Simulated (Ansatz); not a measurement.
Ansatz (an electronic-structure program) input (PBE/3-21G): The .json file is the Basis Set Exchange's 3-21G.

Ansatz 0.2 input:
```yaml
crystal:
  periodic: [false, false, false]
  atoms:
    - {symbol: Li, position_ang: [-0.00000000, -0.00000000, -1.81701305]}
    - {symbol: Cl, position_ang: [0.00000000, 0.00000000, 0.32064936]}
basis:
  gaussian:
    orbitals: 3-21G.json
hamiltonian:
  xc: {name: PBE}
total_charge: -1
magnetization: {spin_polarized: true, initial_magnetization: 1}
output: {forces: true}
```

Q: What final total energy does it give?

A: -465.33594 Eh.
